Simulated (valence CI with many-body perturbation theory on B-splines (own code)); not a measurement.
**Ladder of approximations for Pm LVII**

Calculated by valence CI with perturbative core correlation (CI+MBPT): three valence electrons over a frozen Dirac-Fock core [He], a basis of 11 s, 11 p, 9 d, 7 f, 5 g, 2 h, 1 i functions for each j, with the one-electron correlation potential Σ1 (screened to all orders), the two-electron term Σ2, the three-electron term Σ3, Breit, model QED; selected single and double excitations, second order for the rest (own B-spline code, finite nucleus).

The last digits are not significant, and no measured levels were compared; by estimate large intervals hold to a few tenths of a per cent, small ones and those within an open d or f shell to about a per cent.

Each rung adds one term. CI alone is the Dirac-Coulomb CI over the frozen core; QED comes last and gives the full result, which names the levels. Energies are above (2s^2 2p1/2) J=1/2 on the same rung, in Ry.

Levels are named by their leading jj configuration (3d3/2^4 stands for four electrons in 3d with j = 3/2), which in mixed levels can hold well under half, so a name can repeat and another be missing. Letters in brackets count levels of one name in rising energy.

```
                     Level  CI alone    + Σ1    + Σ2    + Σ3  + Breit    Full
        (2s 2p1/2^2) J=1/2     14.47   14.45   14.44   14.44    15.18   14.50
        (2s^2 2p3/2) J=3/2     45.74   45.75   45.75   45.75    45.04   45.10
(2s 2p1/2 2p3/2) J=3/2 [a]     55.84   55.83   55.82   55.82    55.82   55.22
    (2s 2p1/2 2p3/2) J=5/2     58.87   58.86   58.86   58.85    58.43   57.82
    (2s 2p1/2 2p3/2) J=1/2     62.61   62.60   62.57   62.57    62.60   61.99
(2s 2p1/2 2p3/2) J=3/2 [b]     62.94   62.93   62.92   62.91    62.69   62.08
     (2p1/2^2 2p3/2) J=3/2     78.12   78.09   78.06   78.06    78.66   77.38
        (2s 2p3/2^2) J=5/2    103.11  103.11  103.11  103.11   102.17  101.64
        (2s 2p3/2^2) J=1/2    108.98  108.98  108.97  108.97   108.46  107.92
        (2s 2p3/2^2) J=3/2    109.37  109.37  109.34  109.34   108.53  107.99
     (2p1/2 2p3/2^2) J=3/2    121.07  121.04  121.02  121.01   120.93  119.70
     (2p1/2 2p3/2^2) J=5/2    123.04  123.02  122.99  122.99   122.49  121.27
     (2p1/2 2p3/2^2) J=1/2    125.76  125.73  125.71  125.71   125.76  124.54
           (2p3/2^3) J=3/2    169.44  169.43  169.41  169.40   168.61  167.46
           (2s^2 3s) J=1/2    501.94  501.97  501.97  501.96   500.89  501.07
        (2s^2 3p1/2) J=1/2    506.88  506.91  506.90  506.90   506.03  506.00
   (2s 2p1/2 3s) J=1/2 [a]    511.71  511.72  511.71  511.71   511.28  510.80
       (2s 2p1/2 3s) J=3/2    513.48  513.49  513.48  513.48   512.85  512.38
   (2s 2p1/2 3s) J=1/2 [b]    515.17  515.18  515.17  515.17   514.64  514.16
```

How does the ionisation energy move along the ladder, and which term matters most?

CI alone 12148, + Σ1 12148, + Σ2 12148, + Σ3 12148, + Breit 12131, + QED 12131 eV. The largest step is Breit, -17 eV. NIST lists 12136 ± 5 eV (theoretical).
